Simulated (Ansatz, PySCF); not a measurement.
Process, species as SMILES: CCCl + C (CH4) → CC (C2H6) [ethane] + CCl (CH3Cl) [chloromethane]
Geometries: B3LYP-D3(BJ)/def2-TZVP minima from Ansatz (a program for electronic structure).
Geometry of the first species:
```xyz
8

C      0.0132     0.8176    -0.0128
C      1.5157     0.6457    -0.0186
Cl    -0.8344    -0.7820     0.0168
H     -0.3333     1.3555     0.8664
H     -0.3433     1.3280    -0.9043
H      1.9943     1.6284    -0.0365
H      1.8521     0.1152     0.8721
H      1.8422     0.0878    -0.8961
```

Wanted: bond separation energy (0 K, with B3LYP-D3(BJ) harmonic zero-point energies from PySCF), in kcal/mol. Cores are frozen in the correlated levels unless marked. No spin-orbit coupling. No relativistic terms. Basis-set limits of correlation are two-point, X^-3; Hartree-Fock from the larger set. [CCSD(T)-MP2]/basis is that difference in the basis named.

```json
[
 {"level": "BLYP/def2-TZVPD", "program": "Ansatz", "bond separation energy (kcal/mol)": "4.2"},
 {"level": "BP86-D4/def2-TZVPD", "program": "PySCF + dftd4", "bond separation energy (kcal/mol)": "4.9"},
 {"level": "r2SCAN-D4/def2-TZVPD", "program": "Ansatz + dftd4", "bond separation energy (kcal/mol)": "5.3"},
 {"level": "PBE0-D3(BJ)/def2-TZVP", "program": "Ansatz + dftd3", "bond separation energy (kcal/mol)": "4.7"},
 {"level": "PBE0-D4/def2-TZVPD", "program": "Ansatz + dftd4", "bond separation energy (kcal/mol)": "4.7"},
 {"level": "PBE0/def2-QZVPP", "program": "Ansatz", "bond separation energy (kcal/mol)": "4.4"},
 {"level": "M06-2X/def2-TZVPD", "program": "PySCF", "bond separation energy (kcal/mol)": "4.6"},
 {"level": "HSE06/def2-TZVPD", "program": "Ansatz", "bond separation energy (kcal/mol)": "4.4"},
 {"level": "LC-wPBE/def2-TZVPD", "program": "Ansatz", "bond separation energy (kcal/mol)": "4.2"},
 {"level": "PBE-QIDH/def2-TZVPD", "program": "Ansatz", "bond separation energy (kcal/mol)": "4.8"},
 {"level": "MP2/aug-cc-pV(T+d)Z", "program": "Ansatz", "bond separation energy (kcal/mol)": "5.4"},
 {"level": "SCS-MP2/cc-pV(D+d)Z", "program": "Ansatz", "bond separation energy (kcal/mol)": "4.5"},
 {"level": "SCS-MP2/cc-pwCVTZ", "program": "Ansatz", "bond separation energy (kcal/mol)": "4.7"},
 {"level": "CCSD(T)/STO-3G", "program": "Ansatz", "bond separation energy (kcal/mol)": "3.0"},
 {"level": "RI-MP2/CBS(cc-pV(T+d)Z,cc-pV(Q+d)Z)+[CCSD(T)-MP2]/cc-pV(T+d)Z", "program": "Ansatz", "bond separation energy (kcal/mol)": "4.9"}
]
```
